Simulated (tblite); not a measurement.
A geometry optimisation, step by step.

Species: C5H10SeSi.
SMILES with atom numbers: `[CH:1]#[C:2][Si@@H:3]([SeH:4])[CH2:5][CH2:6][CH3:7]` (hydrogens: H8 on C1; H9 on Si3; H10 on Se4; H11, H12 on C5; H13, H14 on C6; H15, H16, H17 on C7)

Computed with GFN2-xTB (tblite), gas phase: L-BFGS steps from a force-field or distance-geometry start until the largest atomic force falls under 0.01 eV/Å. 10 of its 167 geometries are shown.

Step 0: E = -561.4312 eV, largest atomic force 1.671 eV/Å
```
atom  x, y, z in Å  |  force x, y, z in eV/Å
C1     -3.266    0.968   -1.646   -0.584   0.133  -0.444
C2     -2.345    0.751   -0.909   -0.224   0.014  -0.185
Si3    -0.936    0.403    0.207   -0.639   0.926   0.135
Se4    -1.585   -1.050    1.814   -0.692  -1.023   0.592
C5      0.483   -0.245   -0.799   -0.441  -0.841  -1.375
C6      1.593   -0.780    0.055    1.157  -0.566  -0.768
C7      2.089    0.350    0.927    0.324   0.277   0.877
H8     -4.084    1.170   -2.298    0.357  -0.092   0.287
H9     -0.587    1.709    0.826   -0.266  -0.315   0.081
H10    -2.672   -2.026    1.346    0.823   0.942  -0.026
H11     0.089   -1.040   -1.505    0.532   0.765   0.555
H12     0.879    0.580   -1.407   -0.165  -0.302  -0.039
H13     1.301   -1.683    0.620    0.050   0.458  -0.107
H14     2.414   -1.073   -0.669   -0.504   0.011   0.930
H15     1.293    0.755    1.593    0.603  -0.531  -0.283
H16     2.379    1.174    0.270    0.191  -0.085   0.238
H17     2.949    0.049    1.565   -0.521   0.228  -0.468
```

Step 18: E = -561.8714 eV, largest atomic force 0.115 eV/Å
```
atom  x, y, z in Å  |  force x, y, z in eV/Å
C1     -3.351    0.954   -1.684    0.033  -0.023   0.033
C2     -2.446    0.691   -0.937   -0.024   0.026  -0.027
Si3    -1.010    0.415    0.194    0.017  -0.006  -0.036
Se4    -1.552   -1.048    1.903   -0.061  -0.077  -0.012
C5      0.458   -0.257   -0.827    0.050   0.042   0.058
C6      1.618   -0.748    0.034    0.005   0.002   0.078
C7      2.162    0.343    0.944    0.042  -0.010   0.020
H8     -4.142    1.179   -2.340   -0.044  -0.027  -0.013
H9     -0.753    1.660    0.918    0.006   0.071  -0.032
H10    -2.541   -1.782    1.172    0.017   0.016   0.001
H11     0.136   -1.073   -1.474   -0.097  -0.009  -0.018
H12     0.815    0.538   -1.481   -0.018   0.046  -0.038
H13     1.287   -1.590    0.646   -0.048  -0.035   0.039
H14     2.414   -1.117   -0.616    0.059   0.013  -0.020
H15     1.412    0.652    1.671   -0.036   0.000  -0.012
H16     2.463    1.213    0.365   -0.005   0.016  -0.003
H17     3.021   -0.015    1.503    0.105  -0.044  -0.016
```

Step 37: E = -561.8879 eV, largest atomic force 0.063 eV/Å
```
atom  x, y, z in Å  |  force x, y, z in eV/Å
C1     -3.386    0.901   -1.677    0.017  -0.020   0.013
C2     -2.450    0.721   -0.945   -0.009  -0.013  -0.008
Si3    -1.013    0.474    0.196    0.049  -0.008  -0.038
Se4    -1.599   -1.047    1.846   -0.026   0.001   0.023
C5      0.463   -0.223   -0.798    0.008   0.012   0.003
C6      1.618   -0.749    0.053   -0.022   0.010   0.000
C7      2.216    0.319    0.958   -0.013   0.018  -0.009
H8     -4.202    1.059   -2.323   -0.009  -0.007   0.001
H9     -0.774    1.738    0.896    0.017  -0.032   0.016
H10    -2.571   -1.748    1.062    0.006   0.020  -0.008
H11     0.111   -1.036   -1.439   -0.031   0.031   0.002
H12     0.830    0.559   -1.465    0.011   0.003   0.012
H13     1.266   -1.578    0.673   -0.021  -0.008  -0.024
H14     2.390   -1.143   -0.614    0.019   0.010   0.031
H15     1.502    0.608    1.727   -0.008  -0.006   0.034
H16     2.480    1.209    0.390    0.021   0.005  -0.048
H17     3.112   -0.052    1.450   -0.008  -0.014   0.000
```

Step 55: E = -561.8924 eV, largest atomic force 0.024 eV/Å
```
atom  x, y, z in Å  |  force x, y, z in eV/Å
C1     -3.393    0.852   -1.663   -0.005  -0.001  -0.002
C2     -2.439    0.720   -0.944   -0.008   0.007   0.002
Si3    -1.001    0.494    0.199    0.007   0.006  -0.003
Se4    -1.645   -1.020    1.835    0.006  -0.007   0.001
C5      0.471   -0.197   -0.800   -0.010   0.001   0.000
C6      1.608   -0.750    0.056   -0.004  -0.002  -0.013
C7      2.226    0.310    0.957    0.003  -0.001   0.002
H8     -4.222    0.976   -2.299   -0.006  -0.005  -0.007
H9     -0.746    1.742    0.920   -0.006  -0.003  -0.002
H10    -2.586   -1.712    1.008    0.004   0.005   0.007
H11     0.109   -0.990   -1.460    0.000   0.011   0.000
H12     0.854    0.594   -1.447    0.008  -0.008   0.012
H13     1.230   -1.570    0.673    0.002   0.002  -0.004
H14     2.378   -1.162   -0.601    0.010  -0.003  -0.003
H15     1.526    0.604    1.737   -0.007   0.014   0.005
H16     2.496    1.194    0.383    0.001   0.003  -0.008
H17     3.124   -0.072    1.437    0.006  -0.019   0.014
```

Step 74: E = -561.8950 eV, largest atomic force 0.027 eV/Å
```
atom  x, y, z in Å  |  force x, y, z in eV/Å
C1     -3.413    0.792   -1.656   -0.016  -0.001  -0.015
C2     -2.454    0.706   -0.936    0.025  -0.003   0.011
Si3    -1.000    0.522    0.195    0.002   0.013  -0.003
Se4    -1.593   -1.025    1.820   -0.002   0.006   0.016
C5      0.482   -0.146   -0.806   -0.013   0.006  -0.016
C6      1.595   -0.748    0.048   -0.004  -0.007  -0.014
C7      2.240    0.281    0.964    0.000   0.004   0.006
H8     -4.247    0.876   -2.292   -0.001   0.002   0.004
H9     -0.771    1.777    0.915   -0.007  -0.020  -0.015
H10    -2.599   -1.657    1.024   -0.015  -0.008   0.007
H11     0.119   -0.908   -1.501    0.007   0.008   0.002
H12     0.889    0.662   -1.415    0.006   0.003  -0.002
H13     1.185   -1.563    0.651    0.008  -0.008   0.006
H14     2.357   -1.177   -0.608    0.003  -0.005   0.000
H15     1.521    0.644    1.698   -0.006   0.007   0.010
H16     2.603    1.129    0.387    0.006   0.019   0.009
H17     3.078   -0.154    1.503    0.008  -0.016  -0.008
```

Step 92: E = -561.8963 eV, largest atomic force 0.020 eV/Å
```
atom  x, y, z in Å  |  force x, y, z in eV/Å
C1     -3.430    0.762   -1.659   -0.006  -0.003  -0.010
C2     -2.465    0.682   -0.946    0.020  -0.003   0.003
Si3    -1.004    0.520    0.180   -0.001   0.010   0.000
Se4    -1.586   -1.009    1.829    0.014  -0.003   0.001
C5      0.494   -0.120   -0.815   -0.002  -0.005   0.001
C6      1.596   -0.743    0.039    0.007  -0.009  -0.003
C7      2.251    0.264    0.974   -0.008   0.004   0.004
H8     -4.268    0.841   -2.290   -0.001  -0.001   0.005
H9     -0.792    1.786    0.886    0.000  -0.005   0.000
H10    -2.636   -1.626    1.078   -0.004   0.011   0.000
H11     0.145   -0.864   -1.535   -0.004   0.006   0.002
H12     0.907    0.706   -1.397    0.001  -0.007   0.008
H13     1.178   -1.562    0.630   -0.009  -0.004   0.001
H14     2.358   -1.171   -0.617    0.005  -0.003  -0.014
H15     1.532    0.636    1.702   -0.005   0.000   0.003
H16     2.643    1.109    0.412   -0.001  -0.001   0.014
H17     3.071   -0.201    1.518   -0.007   0.012  -0.014
```

Step 111: E = -561.9073 eV, largest atomic force 0.164 eV/Å
```
atom  x, y, z in Å  |  force x, y, z in eV/Å
C1     -3.444    0.638   -1.665    0.132  -0.027   0.094
C2     -2.449    0.595   -0.989   -0.100   0.012  -0.024
Si3    -0.976    0.521    0.133   -0.075   0.084  -0.020
Se4    -1.450   -1.031    1.787   -0.066  -0.058  -0.029
C5      0.553   -0.044   -0.856   -0.036  -0.024  -0.059
C6      1.615   -0.749   -0.018    0.025   0.014   0.004
C7      2.215    0.186    1.019    0.068   0.028   0.033
H8     -4.307    0.673   -2.266    0.001   0.004  -0.021
H9     -0.852    1.820    0.811    0.032  -0.046  -0.034
H10    -2.809   -1.242    1.381    0.058   0.029   0.040
H11     0.225   -0.710   -1.657    0.002  -0.024   0.008
H12     0.994    0.829   -1.342    0.005  -0.038   0.023
H13     1.182   -1.612    0.495   -0.058  -0.018  -0.055
H14     2.406   -1.123   -0.674   -0.005   0.013  -0.011
H15     1.465    0.461    1.761    0.038   0.006  -0.009
H16     2.577    1.094    0.537    0.027  -0.002   0.076
H17     3.046   -0.293    1.534   -0.048   0.049  -0.014
```

Step 129: E = -561.9272 eV, largest atomic force 0.032 eV/Å
```
atom  x, y, z in Å  |  force x, y, z in eV/Å
C1     -3.442    0.602   -1.694    0.015   0.008   0.008
C2     -2.458    0.592   -1.003   -0.012  -0.003  -0.021
Si3    -0.970    0.496    0.094   -0.005  -0.012   0.010
Se4    -1.388   -1.157    1.665   -0.026  -0.001  -0.012
C5      0.563   -0.036   -0.903    0.003  -0.005  -0.009
C6      1.634   -0.724   -0.060   -0.002  -0.001  -0.004
C7      2.162    0.160    1.061    0.005   0.013  -0.009
H8     -4.298    0.627   -2.307    0.010  -0.001   0.008
H9     -0.808    1.771    0.802   -0.029   0.002   0.010
H10    -2.799   -0.928    1.724    0.020   0.012   0.006
H11     0.249   -0.715   -1.699    0.015   0.009   0.007
H12     0.988    0.843   -1.392   -0.003  -0.012   0.029
H13     1.214   -1.637    0.376    0.001  -0.007  -0.002
H14     2.462   -1.023   -0.708    0.005  -0.011  -0.009
H15     1.383    0.351    1.798    0.001   0.005   0.004
H16     2.507    1.115    0.669    0.006   0.001  -0.013
H17     2.994   -0.325    1.568   -0.005   0.002  -0.004
```

Step 148: E = -561.9312 eV, largest atomic force 0.019 eV/Å
```
atom  x, y, z in Å  |  force x, y, z in eV/Å
C1     -3.442    0.594   -1.720   -0.004   0.010  -0.008
C2     -2.455    0.577   -1.035    0.011  -0.002   0.012
Si3    -0.985    0.468    0.086   -0.008  -0.014   0.010
Se4    -1.412   -1.221    1.612    0.008   0.004  -0.010
C5      0.569   -0.026   -0.900   -0.015   0.003  -0.003
C6      1.640   -0.724   -0.067   -0.002  -0.004  -0.003
C7      2.167    0.155    1.059    0.014  -0.003   0.003
H8     -4.298    0.624   -2.331   -0.005  -0.002  -0.012
H9     -0.876    1.728    0.832    0.009  -0.011  -0.009
H10    -2.759   -0.810    1.859   -0.001  -0.007   0.005
H11     0.271   -0.686   -1.718    0.001   0.016   0.006
H12     0.990    0.870   -1.359    0.000  -0.005   0.004
H13     1.224   -1.643    0.360   -0.014   0.007   0.007
H14     2.467   -1.014   -0.720    0.001  -0.004   0.013
H15     1.378    0.366    1.780    0.001   0.010  -0.001
H16     2.539    1.099    0.666    0.001   0.000   0.000
H17     2.977   -0.345    1.585    0.003   0.004  -0.013
```

Step 166: E = -561.9334 eV, largest atomic force 0.009 eV/Å
```
atom  x, y, z in Å  |  force x, y, z in eV/Å
C1     -3.432    0.628   -1.746   -0.002   0.001  -0.003
C2     -2.461    0.582   -1.037    0.000  -0.001   0.003
Si3    -1.004    0.445    0.097    0.003  -0.001   0.000
Se4    -1.412   -1.281    1.583   -0.002  -0.004   0.006
C5      0.556   -0.032   -0.887   -0.004   0.002  -0.004
C6      1.624   -0.726   -0.048   -0.001  -0.001  -0.009
C7      2.186    0.179    1.040    0.002  -0.003  -0.002
H8     -4.274    0.680   -2.375    0.001  -0.001  -0.003
H9     -0.896    1.690    0.866    0.000  -0.001   0.004
H10    -2.745   -0.866    1.891   -0.008   0.003  -0.002
H11     0.266   -0.689   -1.709   -0.005  -0.003   0.004
H12     0.976    0.867   -1.340    0.000   0.001   0.002
H13     1.194   -1.622    0.415    0.002   0.001   0.001
H14     2.436   -1.057   -0.700    0.006   0.000  -0.004
H15     1.415    0.428    1.767    0.001   0.004   0.002
H16     2.566    1.103    0.609    0.003   0.003   0.000
H17     2.999   -0.317    1.565    0.003  -0.001   0.005
```

Q: Summarise the path.

A: The energy falls by 0.5023 eV from step 0 to step 166; nine tenths of that is first reached at step 30. It rises by more than 0.2 meV at step 113. The largest force goes from 1.671 to 0.009 eV/Å. Among the bonds Se4–H10 changes most, from 1.534 to 1.430 Å; the atoms move by 0.441 Å rms after alignment.

The cost below is that of the whole relaxation. Time: 2.0 s wall. Hardware: Arm Neoverse N1, one thread, no GPU, shared host.
